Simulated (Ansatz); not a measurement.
```yaml
atoms:
  - { symbol: P, position_ang: [-0.1126, -0.0126, -1.0618] }
  - { symbol: P, position_ang: [-0.1082, -0.0379, 0.8828] }
```

Basis set: aug-cc-pVDZ (spherical functions). Correlated methods keep 10 orbitals frozen. Charge 0, multiplicity 1.

Computed with Ansatz (development build ahead of 0.2.0); each method stands on the lowest determinant of its kind that the runs found. Restricted open shells among the atoms or ions are ROHF, correlated in semicanonical orbitals with singles.

The atomization energy at this shape (free ground-state atoms in the same class of orbitals less the molecule, no zero-point energy) of singlet P2:

| method | atomization energy |
| --- | --- |
| RHF-MP2 | 96.37 kcal/mol |

What does RHF give?

29.22 kcal/mol.
